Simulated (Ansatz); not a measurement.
Basis-set extrapolation for CH8BNSi, SMILES `CB(N)[SiH3]` (PBE0-D4/def2-TZVP geometry, frozen core, Ansatz 0.2.0). Multiplicity 1, RHF reference.

```
                      def2-TZVPP   def2-QZVPP
                 HF  -410.693143  -410.707955
    MP2 correlation    -0.624836    -0.666766
CCSD(T) correlation    -0.703176      not run
```

Energies in hartree. Use E(X) = E(∞) + A·exp(−7.88·√X) for Hartree–Fock and E(X) = E(∞) + B·X^(−2.97) for correlation, with X = 3 and 4, and add CCSD(T) minus MP2 of the smaller set to the MP2 limit.

Problem. What is the CCSD(T) energy at the basis-set limit?

Solution. HF limit: -410.707955 + (-0.014812) × 0.13774 = -410.71000. MP2 limit: -0.666766 + (-0.041930) × 0.74074 = -0.69783. Higher-order term: -0.703176 − (-0.624836) = -0.07834. Total: -411.48617 hartree, 56.4 kcal/mol below CCSD(T)/def2-TZVPP.
